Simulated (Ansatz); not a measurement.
`[PH2][GaH2]` + `[CH3][SnH3]` → `[CH3][SnH2][GaH2]` + PH₃ at 600 K and 1 bar (formal exchange of groups at a Ga–P bond).

Isolated molecules relaxed with PBE0-D4/def2-TZVP in Ansatz; ΔE leaves out vibrations. CCSD(T)/CBS is the MP2 limit (def2-TZVPP, def2-QZVPP) plus CCSD(T) − MP2 in def2-TZVPP, frozen cores. This one scheme is used for every species. Elements past krypton have def2 core potentials. For Ga, Sn outer-core shells are correlated without core-valence functions, which leaves a few kJ/mol of doubt a bond. Scalar relativity is left out up to krypton.

```
            species  CCSD(T)/CBS energy (Eh)  H − E (kJ/mol)  S (J/(mol·K))
      `[PH2][GaH2]`              -2267.26620           120.0          347.4
      `[CH3][SnH3]`               -255.66383           191.1          350.4
`[CH3][SnH2][GaH2]`              -2180.20945           228.1          473.9
                PH₃               -342.72256            86.3          240.2
```

H − E and S are ideal-gas, rigid-rotor, harmonic terms from PBE0-D4/def2-TZVP. 1 Eh = 2625.50 kJ/mol, R = 8.31446 J/(mol·K).

Question: By hand: ΔE, ΔH, ΔS and ΔG.

Answer: ΔE = (-2180.20945) + (-342.72256) − (-2267.26620) − (-255.66383) = -0.00198 Eh = -5.2 kJ/mol. Δ(H − E) = 228.1 + 86.3 − 120.0 − 191.1 = 3.3, so ΔH = -1.9 kJ/mol. ΔS = 473.9 + 240.2 − 347.4 − 350.4 = 16.3 J/(mol·K). ΔG = -1.9 − 600 × (16.3)/1000 = -11.7 kJ/mol.

Question: By hand: the equilibrium constant, and the temperature at which ΔG would vanish if ΔH and ΔS stayed fixed.

Answer: log₁₀ K = −ΔG/(RT ln 10) = 1.0. ΔH and −TΔS have one sign here, so there is no such temperature. One of them is within its doubt of zero, so this could turn.

TΔS isn't small against ΔH here. A doubt of 5 kJ/mol in ΔE shifts log₁₀ K by 0.4 here. Modes under 60 cm⁻¹, often nearly free rotors, make the harmonic entropy too high. These are equilibria of isolated gas molecules and say nothing of rates. Largest T1 diagnostic: 0.014 (customary marks: 0.02 for closed shells, 0.045 for open ones).
